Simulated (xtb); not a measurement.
Al(PH2)3 (AlH6P3), SMILES [PH2][Al]([PH2])[PH2]. All values are semi-empirical tight-binding results from xtb (GFN2-xTB unless named), good for trends rather than for accurate numbers. The structure is a stationary point at GFN2-xTB. Other conformers were not sampled.

Optimised geometry:

```xyz
10

Al     0.0197    -0.0018    -0.0224
P     -1.8495    -1.2468     0.6244
H     -1.1113    -2.4257     0.4946
H     -2.2741    -1.3037    -0.7054
P     -0.2550     1.7757    -1.5172
H      0.4386     2.6284    -0.6542
H     -1.4777     2.0730    -0.9090
P      2.1153    -0.5970     0.8241
H      1.5528    -0.6734     2.1006
H      2.4536     0.7464     0.9968
```
Charge 0, spin multiplicity 1.

For metal compounds this method's bond lengths and energies can be far off.

Computed properties:
```yaml
orbital_gap: 3.04 eV
zero_point_energy: 30.2 kcal/mol
G − E(el) at 298.15 K (modified RRHO): 7.6 kcal/mol
```

Question: Give the atomic charges and the Wiberg bond orders between heavy atoms. (Estimate from the structure and the level; the computed values follow.)

Answer: charges (e) Al1 0.30, P2 -0.19, H3 0.05, H4 0.04, P5 -0.19, H6 0.04, H7 0.05, P8 -0.19, H9 0.05, H10 0.04. Bond orders Al1–P2 1.05, Al1–P5 1.04, Al1–P8 1.04.
